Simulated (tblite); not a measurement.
Compound: C2H8O3SSi.
Atom-mapped SMILES: `[CH3:1][S@@:2](=[O:3])[CH2:4][O:5][SiH2:6][OH:7]` (hydrogens: H8, H9, H10 on C1; H11, H12 on C4; H13, H14 on Si6; H15 on O7)

Geometry (GFN2-xTB, Å), atoms numbered from 1 in this order:
```
atom  x, y, z in Å
C1     1.9288   -0.4948    0.6105
S2     1.2594   -0.2042   -1.0707
O3     0.3482   -1.3401   -1.3325
C4     0.1578    1.2424   -0.5755
O5    -0.5536    0.9989    0.5575
Si6   -1.9344    0.0947    0.7221
O7    -1.7180   -1.4367    0.2913
H8     2.6576    0.2806    0.8168
H9     2.4010   -1.4713    0.6125
H10    1.1155   -0.4647    1.3289
H11    0.8428    2.0807   -0.4200
H12   -0.4728    1.4298   -1.4505
H13   -2.9761    0.7198   -0.0887
H14   -2.0553    0.2073    2.1627
H15   -1.0053   -1.6345   -0.3559
```

Computed with GFN2-xTB (tblite): harmonic, unscaled wavenumbers at the GFN2-xTB geometry, gas phase. This tight-binding method is rough: wavenumbers can miss measured ones by several per cent, in bad cases by 10 to 20. Modes of hydrogen on silicon can be 10 to 20 % off. One conformer, not necessarily the lowest.

Harmonic wavenumbers (cm⁻¹): 39.3, 75.8, 137.9, 189.2, 209.9, 229.8, 270.1, 312.1, 343.0, 454.8, 572.9, 595.0, 609.4, 684.3, 690.3, 718.8, 752.0, 788.4, 856.8, 903.1, 917.8, 961.6, 976.6, 1082.3, 1152.9, 1204.1, 1240.8, 1288.0, 1429.7, 1436.2, 1444.4, 2275.1, 2379.5, 2922.1, 2941.0, 3046.5, 3066.2, 3074.6, 3078.0.

A = 2925, B = 1338, C = 1164 MHz; mass 139.996 u (most abundant isotopes); point group C1, symmetry number 1.

Problem. Zero-point energy?

Solution. Half the sum of the wavenumbers: 22675 cm⁻¹ = 271.26 kJ/mol.

Problem. Give the ideal-gas entropy at 350 K and 1 bar in the rigid-rotor, harmonic-oscillator model (classical rotation).

Solution. Translation 173.82, rotation 121.86, vibration 133.08: S = 428.8 J/(mol K).

Problem. And Cp and H(350 K) − H(0)?

Solution. Cp = 170.03 J/(mol K), of which vibrations give 136.77 (their classical limit is 39 R = 324.3); H(350 K) − H(0) = 36.14 kJ/mol without the zero-point energy, 24.50 from vibrations.

Problem. Which modes carry the vibrational entropy at 350 K?

Solution. 39.3 cm⁻¹: 23.48; 75.8 cm⁻¹: 18.04; 137.9 cm⁻¹: 13.14; 189.2 cm⁻¹: 10.61; 209.9 cm⁻¹: 9.79; 229.8 cm⁻¹: 9.09 J/(mol K); the other 33 give 48.91 together.

Problem. How do the functions run with temperature in this model?

Solution. 
```json
{"T (K)": "150", "S (J/(mol K))": "320.2", "Cp (J/(mol K))": "94.6", "H − H(0) (kJ/mol)": "9.44", "G − H(0) (kJ/mol)": "-38.58", "ln q(vib)": "2.76"}
{"T (K)": "250", "S (J/(mol K))": "377.8", "Cp (J/(mol K))": "134.1", "H − H(0) (kJ/mol)": "20.88", "G − H(0) (kJ/mol)": "-73.55", "ln q(vib)": "5.17"}
{"T (K)": "298.15", "S (J/(mol K))": "402.9", "Cp (J/(mol K))": "152.2", "H − H(0) (kJ/mol)": "27.78", "G − H(0) (kJ/mol)": "-92.35", "ln q(vib)": "6.33"}
{"T (K)": "400", "S (J/(mol K))": "452.5", "Cp (J/(mol K))": "185.4", "H − H(0) (kJ/mol)": "45.04", "G − H(0) (kJ/mol)": "-135.96", "ln q(vib)": "8.78"}
{"T (K)": "600", "S (J/(mol K))": "537.1", "Cp (J/(mol K))": "231.4", "H − H(0) (kJ/mol)": "87.08", "G − H(0) (kJ/mol)": "-235.17", "ln q(vib)": "13.42"}
{"T (K)": "900", "S (J/(mol K))": "639.5", "Cp (J/(mol K))": "273.0", "H − H(0) (kJ/mol)": "163.29", "G − H(0) (kJ/mol)": "-412.28", "ln q(vib)": "19.76"}
```

q(vib) and H(0) count from the zero-point level.

Problem. What must be added to the electronic energy to get the Gibbs energy at 350 K and 1 bar?

Solution. ZPE + [H(350 K) − H(0)] − T·S = 271.26 + 36.14 − 150.06 = 157.34 kJ/mol.

Problem. Blend soft modes into free rotors: weight 1/[1 + (100 cm⁻¹/ν̃)⁴] for the oscillator and the rest for a rotor with moment μB/(μ + B), μ = h/(8π²ν), B = 10⁻⁴⁴ kg m². What vibrational entropy results?

Solution. 122.62 J/(mol K) in place of 133.08, which changes −T·S at 350 K by +3.66 kJ/mol.

Hindered rotation and anharmonicity are outside this model. Other conformers, if any are populated, would add a mixing term that is left out. The structure is chiral; the term R ln 2 for an equal mix with its mirror image is left out.
